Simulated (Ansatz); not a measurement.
A nudged elastic band was laid between two geometries of C3H6Si (10 atoms, charge 0, multiplicity 1).

These are results of RKS BHLYP-D4/def2-SVP in Ansatz, not measurements.

```json
{
  "movable images": "7",
  "climbing image": "yes",
  "spring": "5.0 eV/Å²",
  "optimiser": "quadratic models (default)",
  "start path": "IDPP",
  "force threshold": "0.03 eV/Å",
  "iteration limit": "45",
  "end points": "relaxed"
}
```

Initial state:

```xyz
10
Properties=species:S:1:pos:R:3
Si -0.995 0.979 -0.928
C 0.018 -0.232 0.022
C 0.347 -1.439 0.352
C 1.134 -0.394 1.039
H -1.969 0.271 -1.789
H -1.719 1.862 0.015
H -0.105 1.812 -1.769
H 0.182 -2.499 0.230
H 0.940 -0.163 2.090
H 2.166 -0.198 0.738
```

Final state:

```xyz
10
Properties=species:S:1:pos:R:3
Si -1.045 1.046 -0.788
C -0.036 -0.166 0.164
C 0.097 -1.112 1.038
C 1.365 -0.703 0.398
H -0.902 0.774 -2.237
H -2.471 0.948 -0.405
H -0.553 2.417 -0.514
H -0.369 -1.769 1.756
H 2.087 -0.095 0.948
H 1.827 -1.340 -0.361
```

**Question.** What changes between the two ends?

**Answer.** No bond is made or broken. The dihedral H5–Si1–C2–C4 goes from -180 to 60°. The two ends are copies of one structure, up to a mirror image or an exchange of like atoms.

**Question.** What energy profile does the band end with?

**Answer.** The run converged. The highest image is number 4 of 0 to 8, 4.2 kJ/mol above the ends, which have the same energy within 2 meV. A vibrational analysis at the climbing image gives one clearly imaginary mode, 109i cm⁻¹: a first-order saddle point.

| image | path coordinate (Å) | energy (kJ/mol) | dihedral H5–Si1–C2–C4 (°) |
| --- | --- | --- | --- |
| 0 | 0.00 | 0.0 | -180 |
| 1 | 0.49 | 0.6 | 166 |
| 2 | 0.98 | 2.1 | 151 |
| 3 | 1.47 | 3.6 | 136 |
| 4 | 1.96 | 4.2 | 120 |
| 5 | 2.44 | 3.6 | 104 |
| 6 | 2.93 | 2.1 | 89 |
| 7 | 3.42 | 0.6 | 74 |
| 8 | 3.91 | 0.0 | 60 |

**Question.** What is the geometry of the highest image?

**Answer.** 
```xyz
10
Properties=species:S:1:pos:R:3:forces:R:3
Si -1.030 1.015 -0.854 0.00 0.00 0.00
C -0.014 -0.199 0.100 0.00 0.00 0.00
C 0.111 -1.323 0.731 0.00 0.00 0.00
C 1.348 -0.516 0.690 0.01 0.01 0.00
H -1.545 0.387 -2.093 0.00 0.00 0.00
H -2.180 1.471 -0.039 0.00 0.00 0.00
H -0.197 2.183 -1.213 0.00 0.00 0.00
H -0.346 -2.240 1.072 0.00 0.00 0.00
H 1.685 0.020 1.581 0.00 -0.01 0.00
H 2.168 -0.800 0.025 0.00 0.00 0.00
```

**Question.** What are the harmonic wavenumbers there?

**Answer.** 109i, 216, 240, 519, 669, 701, 832, 930, 976, 988, 989, 1036, 1043, 1115, 1129, 1221, 1555, 1860, 2291, 2296, 2310, 3128, 3204, 3363 cm⁻¹.

The run took 2.4 min on 1 thread of Arm Neoverse V1, with other jobs on the host, peak memory 0.17 GiB.
